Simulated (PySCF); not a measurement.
Compound: C8H13OP.
Cartesian coordinates in Å at the GFN2-xTB level; atoms count from 1:
```
atom  x, y, z in Å
C1     2.789   -0.979    0.053
C2     2.200   -0.057    0.539
C3     1.476    1.052    1.097
P4    -0.202    1.310    0.360
O5    -0.848    2.515    0.897
C6     0.008    1.219   -1.474
C7    -0.987    0.142   -1.906
C8    -0.962   -0.950   -0.837
C9    -1.182   -0.258    0.504
C10   -0.839   -1.101    1.721
H11    3.312   -1.788   -0.364
H12    1.333    0.932    2.176
H13    2.011    1.993    0.927
H14   -0.204    2.190   -1.923
H15    1.029    0.926   -1.720
H16   -1.991    0.571   -1.951
H17   -0.740   -0.257   -2.891
H18   -1.726   -1.707   -1.024
H19    0.016   -1.437   -0.836
H20   -2.224    0.079    0.581
H21   -1.518   -1.949    1.799
H22   -0.935   -0.504    2.628
H23    0.179   -1.481    1.655
```

Probes without a nucleus sit at each ring's centroid and 1 Å off its mean plane on both sides; NICS is minus the shielding there, NICSzz its component along the normal. Level: GIAO PBE0/pcSseg-1 (PySCF, non-relativistic, gas phase) on the GFN2-xTB geometry, one conformer.

Ring bond lengths (Å), with Mayer bond orders in brackets: P4–C6 1.848 (0.90), C6–C7 1.528 (1.03), C7–C8 1.528 (1.03), C8–C9 1.525 (0.98), C9–P4 1.854 (0.86).

Question: What do the NICS probes read (ppm)?

Answer: 
| ring | type | NICS(0) | NICS(1), two faces | NICS(1)zz, two faces | rms pucker (Å) | centre to ring atoms, mean (Å) |
| --- | --- | --- | --- | --- | --- | --- |
| P4–C6–C7–C8–C9 | 5-membered ring with P; formal bonds all single | -4.8 | -2.9 / -4.5 | -1.3 / -4.3 | 0.20 | 1.38 |

Question: What do they say, and how far can they be read as aromaticity?

Answer: 
- P4–C6–C7–C8–C9: mean NICS(1)zz -2.8 ppm, near zero. P4, C6, C7, C8, C9 have four or more neighbours; no verdict on aromaticity is drawn. The two faces differ by 3.0 ppm, so no symmetry operation interchanges them.

Question: List the ring angles and the Hirshfeld charges of the ring atoms.

Answer: 
- P4–C6–C7–C8–C9: P4 95.5° (+0.440 e), C6 103.9° (-0.117 e), C7 107.2° (-0.067 e), C8 106.7° (-0.073 e), C9 103.8° (-0.063 e); sum 517.2° against 540° for a flat convex ring.

Question: What are the shieldings of the ring atoms and their hydrogens in the same run (means over atoms taken as equivalent)?

Answer: 
| atoms | environment | σ isotropic (ppm) | principal values of the symmetric part, first atom (ppm) |
| --- | --- | --- | --- |
| P4 | phosphoryl phosphorus | 276.0 | 179.4, 236.2, 412.4 |
| C6 | sp3 carbon bound to phosphorus | 157.4 | 138.1, 161.8, 172.4 |
| C7 | ring CH2 carbon | 159.6 | 144.0, 160.7, 174.1 |
| C8 | ring CH2 carbon | 147.7 | 130.0, 154.3, 158.8 |
| C9 | sp3 carbon bound to phosphorus | 143.2 | 123.5, 147.1, 159.0 |
| H14 | methylene hydrogen | 29.99 | 25.7, 27.5, 36.7 |
| H15 | methylene hydrogen | 29.56 | 25.6, 28.8, 34.4 |
| H16 | methylene hydrogen | 29.87 | 25.6, 27.4, 36.7 |
| H17 | methylene hydrogen | 29.68 | 24.7, 27.0, 37.4 |
| H18 | methylene hydrogen | 29.77 | 24.9, 27.7, 36.7 |
| H19 | methylene hydrogen | 30.31 | 27.4, 29.1, 34.4 |
| H20 | methine hydrogen | 29.87 | 26.0, 28.6, 35.0 |
